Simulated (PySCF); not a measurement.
C3H6ClFSi.
SMILES with atom numbers: `[F:1][SiH2:2][CH2:3]/[CH:4]=[CH:5]\[Cl:6]` (hydrogens: H7, H8 on Si2; H9, H10 on C3; H11 on C4; H12 on C5)

Computed by this run: PBE0-D3(BJ)/def2-SVP geometry optimisation, gas phase (PySCF); density fitting, grid level 1; the optimiser is geomeTRIC in internal coordinates, started from a GFN2-xTB structure with every atom displaced at random (about 0.01 Å).

Step 1: E = -26302.4188 eV
```
atom  x, y, z in Å  |  force x, y, z in eV/Å
F1     -2.3373   -1.0362    0.1148   -0.187  -0.281  -0.055
Si2    -1.6525    0.4355    0.1785   -0.255  -0.065  -0.528
C3      0.0483    0.1141    0.9014   -0.262   0.498   0.291
C4      0.8122   -0.7415   -0.0388    0.849   0.010   0.051
C5      1.7085   -0.2899   -0.9282   -0.360   0.002   0.241
Cl6     1.9835    1.3926   -1.2065    0.040   0.026   0.002
H7     -1.4985    0.9354   -1.2180    0.053   0.007   0.023
H8     -2.6642    1.3019    0.8557    0.326   0.059   0.302
H9      0.5630    1.0840    1.0603   -0.064  -0.223  -0.009
H10    -0.0650   -0.3898    1.8755   -0.016   0.062  -0.009
H11     0.7516   -1.8303    0.0717   -0.145   0.062  -0.084
H12     2.3512   -0.9375   -1.5151    0.020  -0.157  -0.227
```

Step 2: E = -26302.4728 eV
```
atom  x, y, z in Å  |  force x, y, z in eV/Å
F1     -2.3570   -1.0589    0.0713   -0.047  -0.018  -0.042
Si2    -1.6712    0.4177    0.1665   -0.151  -0.133  -0.301
C3      0.0302    0.1271    0.9111   -0.102   0.287  -0.136
C4      0.8319   -0.7033   -0.0311    0.520  -0.222   0.286
C5      1.7294   -0.2915   -0.9332   -0.186   0.109   0.085
Cl6     2.0570    1.3727   -1.2646   -0.024   0.039   0.060
H7     -1.5226    0.9556   -1.2158    0.016  -0.014   0.029
H8     -2.6341    1.2739    0.9194    0.200   0.019   0.184
H9      0.5210    1.0996    1.0895   -0.026  -0.016  -0.003
H10    -0.0884   -0.3882    1.8776    0.007   0.029  -0.004
H11     0.7611   -1.7900    0.0794   -0.131  -0.030  -0.078
H12     2.3435   -0.9762   -1.5185   -0.076  -0.049  -0.080
```

Step 3: E = -26302.5065 eV
```
atom  x, y, z in Å  |  force x, y, z in eV/Å
F1     -2.4087   -1.0543    0.0680    0.075   0.217  -0.011
Si2    -1.6647    0.4022    0.1290    0.004  -0.157   0.022
C3      0.0346    0.1238    0.8908   -0.231  -0.300  -0.206
C4      0.8437   -0.7444   -0.0167    0.197   0.089   0.505
C5      1.7184   -0.2886   -0.9113    0.147  -0.053  -0.277
Cl6     1.9641    1.4029   -1.1749    0.096   0.010  -0.085
H7     -1.5253    0.9164   -1.2614   -0.033  -0.025   0.020
H8     -2.5116    1.3100    0.9529   -0.007  -0.003   0.029
H9      0.5280    1.0943    1.0409    0.000   0.104   0.006
H10    -0.0949   -0.3562    1.8727   -0.040   0.008   0.048
H11     0.7721   -1.8308    0.0938   -0.101  -0.001  -0.067
H12     2.3450   -0.9369   -1.5325   -0.108   0.111   0.016
```

**Question.** Estimate the geometry and energy of step 4. (The exact step hangs on the optimiser's Hessian estimate; all steps are aligned on step 3, rigid shifts and turns removed.)

**Answer.** E = -26302.5226 eV, largest force 0.312 eV/Å
```
atom  x, y, z in Å  |  force x, y, z in eV/Å
F1     -2.4121   -1.0568    0.0411    0.024   0.080   0.002
Si2    -1.6664    0.3925    0.1250    0.014  -0.056   0.066
C3      0.0261    0.1223    0.8978   -0.028  -0.174  -0.095
C4      0.8682   -0.7308    0.0104    0.059   0.248   0.179
C5      1.7257   -0.2779   -0.9064    0.116  -0.174  -0.227
Cl6     2.0323    1.3959   -1.2229   -0.098  -0.050   0.102
H7     -1.5351    0.9211   -1.2584   -0.012   0.009  -0.008
H8     -2.5008    1.2871    0.9763   -0.028   0.002  -0.006
H9      0.4974    1.1054    1.0571   -0.019   0.045   0.003
H10    -0.1152   -0.3575    1.8792   -0.024   0.046   0.038
H11     0.7765   -1.8183    0.1009   -0.027   0.023  -0.063
H12     2.3040   -0.9445   -1.5487    0.024   0.003   0.010
```

The energy changes by -0.0161 eV. The first-order estimate −F·Δx gives -0.0371 eV and the mean of the old and new forces, exact on a quadratic surface, -0.0166 eV. The step makes an angle of 69° with the force vector and moves no atom by more than 0.084 Å.

The cost below is that of the whole optimisation. The run took 77 s of wall time on Arm Neoverse N1, one thread, shared host with 64 logical CPUs at a one-minute load of 37, and the process peaked at 0.51 GiB of memory.
